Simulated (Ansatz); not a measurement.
Computed with Ansatz on PBE0-D4/def2-TZVP structures; ΔE is electronic, products minus reactants. CCSD(T)/CBS adds triple-zeta CCSD(T) − MP2 to the extrapolated MP2 energy (def2 sets, frozen cores). For Ge outer-core shells are correlated without core-valence functions, which leaves a few kJ/mol of doubt a bond. Scalar relativity is left out up to krypton. Each species was taken in one conformer, which may not be the lowest.

`C=C[SiH2][GeH3]` + `CC#CS` → `CC#C[S][GeH3]` + `C=C[SiH3]`  (cleavage of the Ge–Si bond)

```csv
level,ΔE (kcal/mol)
CCSD(T)/def2-TZVPP,-7.8
CCSD/CBS(def2),-7.4
```

Problem. What does CCSD(T)/CBS give? (An estimate is asked.)

Solution. Ansatz gave: -7.5 kcal/mol. The listed levels differ from it by -0.3, 0.1 kcal/mol.

Largest T1 diagnostic among the species: 0.012.

In def2-TZVPP, CCSD(T) changes the Hartree–Fock value by +2.5 kcal/mol (the triples alone add −0.1 kcal/mol) and MP2 by +0.7 kcal/mol.
